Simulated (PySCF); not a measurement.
Heteronuclear NMR

Molfile (atoms numbered from 1):
```
C8H11OP
     RDKit          3D

 21 21  0  0  0  0  0  0  0  0999 V2000
   -2.8146    1.4582    0.5523 C   0  0  0  0  0  0  0  0  0  0  0  0
   -1.7727    0.4541    0.1671 C   0  0  0  0  0  0  0  0  0  0  0  0
   -2.0946   -0.6469   -0.6177 C   0  0  0  0  0  0  0  0  0  0  0  0
   -1.1370   -1.5912   -0.9532 C   0  0  0  0  0  0  0  0  0  0  0  0
    0.1643   -1.4476   -0.5118 C   0  0  0  0  0  0  0  0  0  0  0  0
    0.4977   -0.3487    0.2682 C   0  0  0  0  0  0  0  0  0  0  0  0
    2.1896   -0.0832    0.8498 P   0  0  1  0  0  5  0  0  0  0  0  0
    3.2197    0.1572   -0.6413 C   0  0  0  0  0  0  0  0  0  0  0  0
    2.3446    0.9738    1.8505 O   0  0  0  0  0  0  0  0  0  0  0  0
   -0.4618    0.5908    0.6064 C   0  0  0  0  0  0  0  0  0  0  0  0
   -2.3783    2.4495    0.6468 H   0  0  0  0  0  0  0  0  0  0  0  0
   -3.6164    1.4905   -0.1816 H   0  0  0  0  0  0  0  0  0  0  0  0
   -3.2470    1.1899    1.5166 H   0  0  0  0  0  0  0  0  0  0  0  0
   -3.1090   -0.7696   -0.9705 H   0  0  0  0  0  0  0  0  0  0  0  0
   -1.4110   -2.4412   -1.5610 H   0  0  0  0  0  0  0  0  0  0  0  0
    0.9195   -2.1792   -0.7617 H   0  0  0  0  0  0  0  0  0  0  0  0
    2.5772   -1.3505    1.2945 H   0  0  0  0  0  0  0  0  0  0  0  0
    4.2629    0.1862   -0.3306 H   0  0  0  0  0  0  0  0  0  0  0  0
    2.9560    1.1238   -1.0707 H   0  0  0  0  0  0  0  0  0  0  0  0
    3.0683   -0.6270   -1.3764 H   0  0  0  0  0  0  0  0  0  0  0  0
   -0.1665    1.4281    1.2238 H   0  0  0  0  0  0  0  0  0  0  0  0
  1  2  1  0
  2  3  1  0
  3  4  2  0
  4  5  1  0
  5  6  2  0
  6  7  1  0
  7  8  1  0
  7  9  2  0
  6 10  1  0
 10  2  2  0
  1 11  1  0
  1 12  1  0
  1 13  1  0
  3 14  1  0
  4 15  1  0
  5 16  1  0
  7 17  1  1
  8 18  1  0
  8 19  1  0
  8 20  1  0
 10 21  1  0
M  END
```

Theory: structure optimised with GFN2-xTB, σ from GIAO-PBE0/pcSseg-1, in PySCF (no relativistic terms, averaged over atoms made equivalent by symmetry, fast rotation or ring inversion, a single conformation, no solvent model).

Q: Predict the ³¹P NMR data.

A: 
```csv
atoms,environment,σ (ppm),δ (ppm)
P7,"phosphorus bonded to 2 C, O, H",333.3,-6.0
```

Shieldings were converted by a linear fit to measured shifts: ³¹P (scatter 18.1 ppm rms vs H3PO4, solution or neat liquid). Occasional misses reach two or three times the rms, and more in compound classes unlike the fitted ones.

On a 600 MHz spectrometer ³¹P resonates near 242.9 MHz, so 1 ppm is 242.9 Hz.

Q: Predict the ¹⁷O NMR data.

A: 
| atoms | environment | σ (ppm) | δ (ppm) |
| --- | --- | --- | --- |
| O9 | P=O oxygen | 260.5 | 29.4 |

Shieldings were converted by a linear fit to measured shifts: ¹⁷O (scatter 10.7 ppm rms, 12.2 ppm with the 3 outliers that the fit left out vs liquid water, solution or neat liquid). Occasional misses reach two or three times the rms, and more in compound classes unlike the fitted ones.

On a 400 MHz spectrometer ¹⁷O resonates near 54.2 MHz, so 1 ppm is 54.2 Hz.
